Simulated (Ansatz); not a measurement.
Isolated molecules relaxed with PBE0-D4/def2-TZVP in Ansatz; ΔE leaves out vibrations. CCSD(T)/CBS is the MP2 limit (def2-TZVPP, def2-QZVPP) plus CCSD(T) − MP2 in def2-TZVPP, frozen cores. Functionals use def2-TZVPP. B3LYP here is the variant with VWN-RPA as its local correlation; programs differ in this. HSE06 is defined as in plane-wave codes. Each species was taken in one conformer, which may not be the lowest.

`C[C](=N)[AlH2]` + `CC(C)N` → `CC(C)[NH][AlH2]` + `CC=N`  (ligand exchange at the Al–C bond)

```csv
level,ΔE (kJ/mol),difference from CCSD(T)/CBS
LDA (SPW92),-109.8,1.1
PBE-D4,-106.6,4.3
revPBE-D4,-106.1,4.8
BLYP-D4,-112.4,-1.5
r2SCAN-D4,-113.9,-3.0
B97M-V,-114.6,-3.7
B3LYP-D4,-113.7,-2.8
r2SCANh-D4,-113.9,-3.0
r2SCAN0-D4,-114.0,-3.1
HSE06-D4,-108.2,2.7
BHLYP-D4,-115.9,-5.0
ωB97X-V,-110.8,0.1
ωB97M-V,-110.4,0.5
B2PLYP,-113.8,-2.9
PBE-QIDH,-111.4,-0.5
PBE,-105.6,5.3
BLYP,-110.7,0.2
r2SCAN,-113.4,-2.5
PBE0,-107.4,3.5
B3LYP,-112.3,-1.4
r2SCANh,-113.4,-2.5
r2SCAN0,-113.4,-2.5
HSE06,-107.3,3.6
BHLYP,-114.9,-4.0
CAM-B3LYP,-114.6,-3.7
LC-ωPBE,-110.7,0.2
RPA@PBE/def2-TZVPP,-110.2,0.7
HF/def2-SVP,-118.3,-7.4
CCSD/def2-SVP,-119.9,-9.0
CCSD(T)/def2-SVP,-119.6,-8.7
HF/def2-TZVPP,-116.3,-5.4
MP2/def2-TZVPP,-115.0,-4.1
SCS-MP2/def2-TZVPP,-115.3,-4.4
CCSD/def2-TZVPP,-114.0,-3.1
CCSD(T)/def2-TZVPP,-113.0,-2.1
HF/def2-QZVPP,-116.4,-5.5
MP2/def2-QZVPP,-113.8,-2.9
HF/CBS(def2),-116.5,-5.6
MP2/CBS(def2),-112.9,-2.0
CCSD/CBS(def2),-111.9,-1.0
CCSD(T)/CBS,-110.9,0
```

Largest T1 diagnostic among the species: 0.012.

From BLYP to BHLYP (50 % exact exchange), in def2-TZVPP and without D4, ΔE moves by −4.2 kJ/mol. At CCSD(T), def2-SVP lies −8.7 kJ/mol from the extrapolated value and def2-TZVPP −2.1 kJ/mol.
